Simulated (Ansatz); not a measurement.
```yaml
crystal:
  periodic: [false, false, false]
  atoms:
    - {symbol: Ga, position_ang: [-1.699356, 0.103929, 1.023476]}
    - {symbol: H, position_ang: [-3.101654, -0.067277, 0.335232]}
    - {symbol: P, position_ang: [-0.786302, 2.230817, 0.990225]}
    - {symbol: Ga, position_ang: [0.427407, 1.609645, -0.903853]}
    - {symbol: H, position_ang: [1.543820, 2.560684, -1.460629]}
    - {symbol: P, position_ang: [-0.070057, -0.347375, -2.024153]}
    - {symbol: Ga, position_ang: [0.569916, -1.776287, -0.326886]}
    - {symbol: H, position_ang: [1.772683, -2.758598, -0.548759]}
    - {symbol: P, position_ang: [-0.623762, -1.838863, 1.677063]}
    - {symbol: H, position_ang: [0.381647, 1.959476, 1.778577]}
    - {symbol: H, position_ang: [1.079394, -0.440920, -2.863735]}
    - {symbol: H, position_ang: [0.506265, -1.235221, 2.323432]}
basis:
  gaussian: {orbitals: def2-TZVPD}
total_charge: -1
magnetization: {spin_polarized: true, initial_magnetization: 1}
hamiltonian: {xc: pbe0, dispersion: d4}
scf: {omitted_lower_state_checks: [starts]}
output: {orbitals: {seedname: orbitals}}
```

```sh
$ ansatz run in.yaml --threads 4 --pin off --events-out ev --progress --plain --max-ram 4787MiB
```

Q: Does this run fit into the memory that it is given?

A: No. It has 345 basis functions, and Ansatz plans for 6 GiB where 5 GiB are given.
